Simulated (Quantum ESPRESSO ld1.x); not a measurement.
Task: The mean radii <r> (bohr) of the occupied orbitals of an atom or ion are listed with their occupations. All-electron calculation, non-relativistic Kohn-Sham, BP86, spin-unpolarised, spherical densities, point nucleus. Program: ld1.x of Quantum ESPRESSO 7.5.

| orbital | occ. | <r> |
|---|---|---|
| 1s | 2 | 0.4186 |
| 2p | 1 | 2.421 |

Name the element and its charge.

Result: Z = 4, beryllium, charge +1: Be+ in [He] 2p1. The 1s radius gives Z: for a bare nucleus <r> = 1.5/Z, 0.375 bohr for Z = 4, and screening makes it slightly larger (0.4186 here). The occupations add up to 3, and the charge is Z minus that.
